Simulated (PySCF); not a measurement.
Compound: C5H10Si.
Cartesian coordinates in Å at the GFN2-xTB level; atoms count from 1:
```
atom  x, y, z in Å
C1     2.0173   -0.3199    0.1933
C2     0.7372   -0.1649   -0.6287
C3    -0.2447   -1.2529   -0.2931
C4    -1.4550   -0.9294    0.1261
C5    -1.8237    0.5204    0.2406
Si6   -0.2420    1.4466   -0.2864
H7     1.7958   -0.2523    1.2563
H8     2.4847   -1.2862    0.0053
H9     2.7316    0.4608   -0.0599
H10    1.0108   -0.2574   -1.6858
H11    0.0804   -2.2794   -0.3939
H12   -2.1980   -1.6701    0.3883
H13   -2.6798    0.7364   -0.4010
H14   -2.1443    0.7448    1.2596
H15   -0.4235    2.2700   -1.4854
H16    0.3455    2.2425    0.7947
```

Probes without a nucleus sit at each ring's centroid and 1 Å off its mean plane on both sides; NICS is minus the shielding there, NICSzz its component along the normal. Level: GIAO PBE0/pcSseg-1 (PySCF, non-relativistic, gas phase) on the GFN2-xTB geometry, one conformer.

Ring bond lengths (Å), with Mayer bond orders in brackets: C2–C3 1.503 (1.01), C3–C4 1.321 (1.91), C4–C5 1.500 (1.04), C5–Si6 1.907 (0.91), Si6–C2 1.916 (0.87).

Question: Give the NICS values of each ring in ppm.

Answer: 
| ring | type | NICS(0) | NICS(1), two faces | NICS(1)zz, two faces | rms pucker (Å) | centre to ring atoms, mean (Å) |
| --- | --- | --- | --- | --- | --- | --- |
| C2–C3–C4–C5–Si6 | 5-membered ring with Si; formal bonds 1 double, 4 single | -2.2 | -2.9 / -3.0 | -2.1 / -1.3 | 0.00 | 1.38 |

Question: What do they say, and how far can they be read as aromaticity?

Answer: 
- C2–C3–C4–C5–Si6: mean NICS(1)zz -1.7 ppm, near zero. C2, C5, Si6 have four or more neighbours, and the NICS criterion for π rings isn't applied.

Question: List the ring angles and the Hirshfeld charges of the ring atoms.

Answer: 
- C2–C3–C4–C5–Si6: C2 103.6° (-0.109 e), C3 119.5° (-0.054 e), C4 119.1° (-0.052 e), C5 104.1° (-0.163 e), Si6 93.7° (+0.348 e); sum 540.0° against 540° for a flat convex ring.

Question: What are the shieldings of the ring atoms and their hydrogens in the same run (means over atoms taken as equivalent)?

Answer: 
```tsv
atoms	environment	σ isotropic (ppm)	principal values of the symmetric part, first atom (ppm)
C2	sp3 carbon bound to silicon	159.1	145.0, 153.1, 179.1
C3	alkene CH carbon	40.2	-68.3, 60.5, 128.3
C4	alkene CH carbon	50.0	-57.1, 67.5, 139.7
C5	sp3 carbon bound to silicon	169.7	152.7, 160.1, 196.3
Si6	SiH2 silicon	376.4	329.6, 372.4, 427.1
H10	methine hydrogen	29.51	25.7, 27.2, 35.6
H11	vinylic hydrogen	25.73	23.9, 26.0, 27.3
H12	vinylic hydrogen	25.70	23.3, 26.1, 27.6
H13	methylene hydrogen	29.95	25.4, 27.2, 37.2
H14	methylene hydrogen	29.88	25.7, 27.1, 36.8
H15	Si–H hydrogen	27.35	24.0, 25.0, 33.0
H16	Si–H hydrogen	27.71	24.4, 26.0, 32.7
```
